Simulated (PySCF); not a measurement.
## Potential energy of KSi along the bond

Set-up: K pcseg-1, Si pcseg-1; no relativity (PySCF 2.14). Energies in eV from K + Si in their ground configurations at the same level. State: ⁴Σ⁻ (quartet), unpaired electrons σ ↑, π ↑↑.

```tsv
R (Å)	UHF-SCS-MP2	PBE0
2.626	-0.814	-1.301
2.749	-1.048	-1.485
2.871	-1.190	-1.587
2.962	-1.251	-1.622
3.054	-1.280	-1.631
3.146	-1.286	-1.620
3.268	-1.263	-1.582
3.421	-1.201	-1.509
3.604	-1.095	-1.400
3.848	-0.925	-1.239
```

Problem. Put a parabola through the three lowest points of the UHF-SCS-MP2 curve and estimate Re, k and ωe (reduced mass 16.28 u; 1 eV/Å² = 0.16022 mdyn/Å; ωe = 1302.8·√(k/μ) cm⁻¹).

Solution. Through R = 3.054, 3.146, 3.268 Å the second-order coefficient is 1.19 eV/Å², so Re ≈ 3.128 Å, k ≈ 0.380 mdyn/Å and ωe ≈ 199 cm⁻¹. A polynomial fit of higher order to the unrounded UHF-SCS-MP2 energies gives Re = 3.121 Å, k = 0.391 mdyn/Å, ωe = 202 cm⁻¹; anharmonicity and rounding make the difference.

The higher-order fit for each curve: UHF-SCS-MP2: Re = 3.121 Å, ωe = 202 cm⁻¹, De = 1.29 eV; PBE0: Re = 3.046 Å, ωe = 202 cm⁻¹, De = 1.63 eV.

Correlated steps freeze 10 core orbitals. Correlated levels converge slowly with the basis: in double zeta they bind strong bonds too weakly, by up to about 1 eV, and carry superposition errors of some tenths. The state was picked by a PBE0 search and need not be the measured ground state.
